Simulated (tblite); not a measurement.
Species: C7H5NP (charge -1).
Atom-mapped SMILES: `[CH:1]#[C:2][P-:3][c:4]1[cH:5][cH:6][n:7][cH:8][cH:9]1` (hydrogens: H10 on C1; H11 on C5; H12 on C6; H13 on C8; H14 on C9)
Bond orders are those of one Lewis drawing.

Computed with GFN2-xTB (tblite), gas phase: L-BFGS steps from a force-field or distance-geometry start until the largest atomic force falls under 0.01 eV/Å.

Geometry at step 3:
```
atom  x, y, z in Å
C1      4.0441   -0.3033   -0.1070
C2      2.9795    0.2608   -0.1509
P3      1.5759    1.3848   -0.2430
C4      0.0225    0.5366   -0.0772
C5     -1.2094    1.3102   -0.1369
C6     -2.4399    0.7011   -0.0109
N7     -2.6212   -0.6151    0.1706
C8     -1.5116   -1.3429    0.2315
C9     -0.2331   -0.8485    0.1168
H10     4.9662   -0.8684   -0.0596
H11    -1.1757    2.3996   -0.2824
H12    -3.3775    1.2732   -0.0545
H13    -1.6597   -2.4045    0.3861
H14     0.6392   -1.4841    0.1703
```

Question: Give the atomic forces at this geometry.

Answer: 
```tsv
atom	Fx (eV/Å)	Fy (eV/Å)	Fz (eV/Å)
C1	0.945	-0.622	0.057
C2	-1.476	0.287	0.031
P3	0.244	-0.107	-0.007
C4	-1.018	0.149	0.006
C5	0.495	-0.046	0.000
C6	0.422	0.075	-0.042
N7	-0.231	0.170	0.009
C8	0.555	0.170	-0.047
C9	0.461	0.389	-0.061
H10	-0.840	0.555	-0.055
H11	0.144	-0.495	0.060
H12	0.403	-0.062	-0.007
H13	-0.063	-0.162	0.011
H14	-0.041	-0.302	0.046
```

The largest, 1.50 eV/Å, acts on C2; the rms over all components is 0.422 eV/Å. The forces sum to zero within rounding, as they must for an isolated molecule in no field.

Question: Give the force on C2 in Eh/bohr and in nN.

Answer: 1.504 eV/Å ÷ 51.422 = 0.02925 Eh/bohr, and 1.504 eV/Å × 1.602 = 2.41 nN.

Question: How far is this geometry from the end of the optimisation?

Answer: 0.290 eV above it, and 0.275 Å rms away after alignment. The bonds farthest from their final lengths, with half the difference of the two atoms' forces along the bond (positive lengthens):

```csv
bond,now (Å),final (Å),force along bond (eV/Å)
C2–P3,1.801,1.746,-0.79
C4–C5,1.456,1.415,-0.69
C1–H10,1.083,1.052,-1.07
P3–C4,1.778,1.761,+0.49
C5–H11,1.100,1.084,-0.23
C6–H12,1.099,1.089,-0.03
```

The angle farthest from its final value is C2–P3–C4, 112.2° against 99.8°.

Of the 6 listed bonds off by 0.010 Å or more, this force points towards the final length in 5.

The cost below is that of the whole relaxation. Time: 0.23 s wall. Hardware: Arm Neoverse V2, one thread, no GPU, shared host.
